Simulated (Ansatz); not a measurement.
Reaction (formal exchange of groups at the Si–O bond): `O[SiH2]OC=S` + `O=CB(F)F` → `O[SiH2]B(F)F` + `O=COC=S`

Computed with Ansatz on PBE0-D4/def2-TZVP structures; ΔE is electronic, products minus reactants. CCSD(T)/CBS adds triple-zeta CCSD(T) − MP2 to the extrapolated MP2 energy (def2 sets, frozen cores). Functionals use def2-TZVPP. B3LYP here is the variant with VWN-RPA as its local correlation; programs differ in this. Each species was taken in one conformer, which may not be the lowest.

`O[SiH2]OC=S`:

Z-matrix (Å, degrees):
```
Si
O 1 1.674
O 1 1.629 2 111.4
H 1 1.477 2 108.7 3 116.3
H 1 1.476 2 103.5 3 -121.5
C 2 1.329 1 125.8 3 -83.5
H 3 0.958 1 119.4 2 -67.9
S 6 1.607 2 124.5 1 173.3
H 6 1.096 2 113.9 1 -7.2
```

`O=CB(F)F`:

```xyz
6

O    -1.469   -0.439    0.914
C    -0.658   -0.509    0.027
B     0.615    0.471   -0.031
F     0.813    1.377    0.889
F     1.475    0.364   -1.019
H    -0.776   -1.265   -0.781
```

`O[SiH2]B(F)F`:

```xyz
8

O     0.330   -1.764    0.308
Si   -0.628   -0.442    0.080
B     0.469    1.209   -0.395
F    -0.090    2.326   -0.820
F     1.786    1.227   -0.272
H     1.126   -1.659    0.830
H    -1.557   -0.782   -1.024
H    -1.435   -0.116    1.292
```

`O=COC=S`:

```xyz
7

O     0.444    1.597    0.601
C    -0.154    0.660    1.014
O    -0.376   -0.510    0.338
C     0.126   -0.629   -0.919
S    -0.079   -1.952   -1.790
H    -0.626    0.575    2.000
H     0.666    0.258   -1.245
```

(1) Is it downhill or uphill in electronic energy at CCSD(T)/CBS, and by how much? (Best estimate.)

(2) What do these levels give: B97M-V, CAM-B3LYP-D4, B3LYP, r2SCAN0, LC-ωPBE, MP2/def2-SVP? (Best estimate.)

Largest T1 diagnostic among the species: 0.018.

Results:

(1) Ansatz gave: Uphill: ΔE = +103.8 kJ/mol.

(2) The calculation gave: B97M-V 96.1, CAM-B3LYP-D4 99.1, B3LYP 95.7, r2SCAN0 94.1, LC-ωPBE 88.4, MP2/def2-SVP 94.0 kJ/mol.

From r2SCAN to r2SCAN0 (25 % exact exchange), in def2-TZVPP and without D4, ΔE moves by +5.6 kJ/mol. Leaving LDA and LC-ωPBE aside and taking each functional with its dispersion term where it has one, the values, not all of them listed here, spread over 30.5 kJ/mol, from PBE-D4 to BHLYP-D4. LDA lies −5.1 kJ/mol from PBE without D4.
